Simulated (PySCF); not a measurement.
Compound: C₆H₁₄N₂.
Atom-mapped SMILES: `[CH2:1]=[CH:2][CH2:3][N:4]([CH3:5])[N:6]([CH3:7])[CH3:8]` (hydrogens: H9, H10 on C1; H11 on C2; H12, H13 on C3; H14, H15, H16 on C5; H17, H18, H19 on C7; H20, H21, H22 on C8)

Theory: PySCF, PBE0-D3(BJ)/def2-SVP geometry optimisation, gas phase.

(1) Give the optimised bond lengths and angles.

## Answers

(1) 
```json
{"bond": "C1=C2", "length (pm)": "133.3"}
{"bond": "C2–C3", "length (pm)": "149.6"}
{"bond": "C3–N4", "length (pm)": "145.3"}
{"bond": "N4–C5", "length (pm)": "144.0"}
{"bond": "N4–N6", "length (pm)": "140.0"}
{"bond": "N6–C7, N6–C8", "length (pm)": "144.1"}
{"bond": "C1–H9", "length (pm)": "109.5"}
{"bond": "C1–H10", "length (pm)": "109.3"}
{"bond": "C2–H11", "length (pm)": "109.7"}
{"bond": "C3–H12, C3–H13", "length (pm)": "110.9"}
{"bond": "C5–H14, C5–H15", "length (pm)": "109.9"}
{"bond": "C5–H16", "length (pm)": "111.3"}
{"bond": "C7–H17 and 3 like bonds", "length (pm)": "110.0"}
{"bond": "C7–H19, C8–H22", "length (pm)": "111.3"}
```

Bonds in one row agree within 1 pm and their mean is given. A selection of angles:
```json
{"angle": "C2–C1–H9", "degrees": "121.3"}
{"angle": "C2–C1–H10", "degrees": "121.6"}
{"angle": "H9–C1–H10", "degrees": "117.1"}
{"angle": "C1–C2–C3", "degrees": "125.1"}
{"angle": "C1–C2–H11", "degrees": "120.1"}
{"angle": "C3–C2–H11", "degrees": "114.9"}
{"angle": "C2–C3–N4", "degrees": "111.5"}
{"angle": "C2–C3–H12", "degrees": "109.7"}
{"angle": "C2–C3–H13", "degrees": "108.2"}
{"angle": "N4–C3–H12", "degrees": "113.2"}
{"angle": "N4–C3–H13", "degrees": "107.3"}
{"angle": "H12–C3–H13", "degrees": "106.8"}
{"angle": "C3–N4–C5", "degrees": "114.1"}
{"angle": "C3–N4–N6", "degrees": "115.9"}
{"angle": "C5–N4–N6", "degrees": "112.1"}
{"angle": "N4–C5–H14", "degrees": "109.1"}
{"angle": "N4–C5–H16", "degrees": "113.6"}
{"angle": "H14–C5–H15", "degrees": "109.0"}
{"angle": "H14–C5–H16", "degrees": "108.3"}
{"angle": "N4–N6–C7", "degrees": "115.9"}
{"angle": "N4–N6–C8", "degrees": "112.0"}
{"angle": "C7–N6–C8", "degrees": "113.8"}
{"angle": "N6–C7–H17", "degrees": "109.3"}
{"angle": "N6–C7–H19", "degrees": "114.2"}
{"angle": "H17–C7–H18", "degrees": "107.4"}
{"angle": "H20–C8–H21", "degrees": "108.8"}
```

Torsions: C1–C2–C3–N4 -128° (anticlinal); C2–C3–N4–C5 71° (synclinal); C3–N4–N6–C7 -50° (synclinal). The mirror-image conformer, all signs reversed, is as good.

N6 (hydrazine nitrogen) is pyramidal (angles 115.9°, 113.8° and 112.0°, sum 341.8°, 0.36 Å off the plane of its three neighbours). The C–C distances run from 1.333 Å (C1=C2, drawn double) to 1.496 Å (C2–C3, drawn single), a spread of 0.163 Å. N4 (hydrazine nitrogen) is pyramidal (angles 115.9°, 114.1° and 112.1°, sum 342.1°, 0.36 Å off the plane of its three neighbours). Of the pairs four or more bonds apart, C2···H15 is among the closest relative to their van der Waals radii: 2.66 Å, 92 % of the sum of Bondi's values.

Point group: C1 (no symmetry element, even within 0.4 Å). Whether it is a minimum is left open (no frequencies). One conformer, not necessarily the lowest.

The run took 82 s of wall time on one thread, Arm Neoverse V1 (aarch64), no GPU (shared host), and the process peaked at 0.72 GiB of memory. These figures are those of the optimisation.
